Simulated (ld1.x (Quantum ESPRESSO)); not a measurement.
# u(r) = r·R(r): atom against pseudo-atom (tellurium)

Columns: radius, all-electron u(r) and pseudo u(r) of the 5s shell (level -22.42 eV) of tellurium in the configuration [Kr] 4d10 5s2 5p3; LDA (PZ), non-relativistic, PAW scheme, ld1.x (Quantum ESPRESSO) 7.5.

```json
{"r (bohr)": "0.125", "all-electron": "-0.0844", "pseudo": "0.0751"}
{"r (bohr)": "0.250", "all-electron": "0.2677", "pseudo": "0.1502"}
{"r (bohr)": "0.375", "all-electron": "0.0272", "pseudo": "0.2250"}
{"r (bohr)": "0.500", "all-electron": "-0.2926", "pseudo": "0.2992"}
{"r (bohr)": "0.625", "all-electron": "-0.4071", "pseudo": "0.3724"}
{"r (bohr)": "0.750", "all-electron": "-0.3248", "pseudo": "0.4439"}
{"r (bohr)": "0.875", "all-electron": "-0.1336", "pseudo": "0.5126"}
{"r (bohr)": "1.000", "all-electron": "0.0905", "pseudo": "0.5774"}
{"r (bohr)": "1.125", "all-electron": "0.3020", "pseudo": "0.6368"}
{"r (bohr)": "1.250", "all-electron": "0.4790", "pseudo": "0.6895"}
{"r (bohr)": "1.375", "all-electron": "0.6143", "pseudo": "0.7338"}
{"r (bohr)": "1.500", "all-electron": "0.7089", "pseudo": "0.7683"}
{"r (bohr)": "1.625", "all-electron": "0.7676", "pseudo": "0.7918"}
{"r (bohr)": "1.750", "all-electron": "0.7962", "pseudo": "0.8032"}
{"r (bohr)": "1.875", "all-electron": "0.8009", "pseudo": "0.8018"}
{"r (bohr)": "2.000", "all-electron": "0.7873", "pseudo": "0.7873"}
{"r (bohr)": "2.125", "all-electron": "0.7603", "pseudo": "0.7603"}
{"r (bohr)": "2.250", "all-electron": "0.7239", "pseudo": "0.7239"}
{"r (bohr)": "2.375", "all-electron": "0.6813", "pseudo": "0.6813"}
{"r (bohr)": "2.500", "all-electron": "0.6351", "pseudo": "0.6351"}
{"r (bohr)": "2.625", "all-electron": "0.5873", "pseudo": "0.5873"}
{"r (bohr)": "2.750", "all-electron": "0.5393", "pseudo": "0.5393"}
{"r (bohr)": "2.875", "all-electron": "0.4924", "pseudo": "0.4924"}
{"r (bohr)": "3.000", "all-electron": "0.4473", "pseudo": "0.4473"}
{"r (bohr)": "3.125", "all-electron": "0.4045", "pseudo": "0.4045"}
{"r (bohr)": "3.250", "all-electron": "0.3643", "pseudo": "0.3643"}
```

(1) How many radial nodes do the two functions have?

(2) At about which radius was the pseudo-wave matched?

(3) Is the pseudo-wave norm-conserving?

## Answers

(1) The all-electron 5s function has n − l − 1 = 4 (the table is too coarse to show those close to the nucleus); the pseudo-wave has 0, since the states of the same l below it are removed with the core.

(2) 2.00 bohr, where the columns begin to agree (steps of 0.12 bohr).

(3) No, it belongs to a PAW set: the norm inside the radius is not constrained, and the difference is carried by the augmentation charge.
